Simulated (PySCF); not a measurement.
C5H9OPSi2.
InChI=1S/C5H9OPSi2/c1-3-5-9(4-2)6-8-7/h2,9H,7-8H2,1H3/t9-/m1/s1

Level: CAM-B3LYP/def2-SVPD in PySCF, non-relativistic, on one gas-phase PBE0-D3(BJ)/def2-SVP geometry that isn't relaxed in the solvent. The solvent is an IEF-PCM continuum (van der Waals radii × 1.2), and excitations are vertical TDDFT with non-equilibrium linear response and a frozen core. The model holds no explicit solvent molecules, cavitation or dispersion.

Gas-phase singlets (H = HOMO, L = LUMO):

| state | E (eV) | λ (nm) | f | leading configuration |
| --- | --- | --- | --- | --- |
| S1 | 5.654 | 219 | 0.001 | H-1→L 64% |
| S2 | 5.869 | 211 | 0.001 | H-3→L 29% |
| S3 | 5.942 | 209 | 0.001 | H-2→L 20% |
| S4 | 6.050 | 205 | 0.001 | H-2→L+1 35% |
| S5 | 6.189 | 200 | 0.002 | H-4→L 24% |

Task: What are the lowest 5 singlets in tetrahydrofuran (ε = 7.426)?

Result: 
| state | E (eV) | λ (nm) | f | leading configuration | change by rank (eV) |
| --- | --- | --- | --- | --- | --- |
| S1 | 5.675 | 218 | 0.001 | H-1→L 66% | +0.021 |
| S2 | 5.897 | 210 | 0.003 | H-2→L 28% | +0.028 |
| S3 | 5.963 | 208 | 0.001 | H-3→L 32% | +0.021 |
| S4 | 6.065 | 204 | 0.001 | H-2→L+1 38% | +0.015 |
| S5 | 6.229 | 199 | 0.002 | H-4→L 25% | +0.040 |

Task: What are the lowest 5 singlets in dichloromethane (ε = 8.93)?

Result: 
```
state  E (eV)  λ (nm)      f  leading configuration  change by rank (eV)
   S1   5.676     218  0.001              H-1→L 66%               +0.022
   S2   5.898     210  0.003              H-2→L 28%               +0.029
   S3   5.964     208  0.001              H-3→L 33%               +0.022
   S4   6.066     204  0.001            H-2→L+1 38%               +0.016
   S5   6.231     199  0.002              H-4→L 25%               +0.042
```

Task: How do the frontier levels move from gas to dichloromethane?

Result: 
```
orbital  gas (eV)  solvent (eV)  change (eV)
 LUMO+2      1.07          1.09        +0.02
 LUMO+1      0.81          0.78        -0.03
   LUMO      0.25          0.20        -0.05
   HOMO     -8.63         -8.64        -0.01
 HOMO-1     -9.23         -9.26        -0.03
 HOMO-2     -9.34         -9.35        -0.01
 HOMO-3     -9.72         -9.84        -0.12
```

The HOMO–LUMO gap goes from 8.88 to 8.84 eV.

The values belong to the conformer `[CH:1]#[C:2][Si@H:3]([C:4]#[C:5][CH3:6])[O:7][SiH2:8][PH2:9]`: C2–Si3–O7–Si8 73°, Si3–O7–Si8–P9 46°, H–P9–Si8–O7 -86°, H–P9–Si8–O7 -179°.
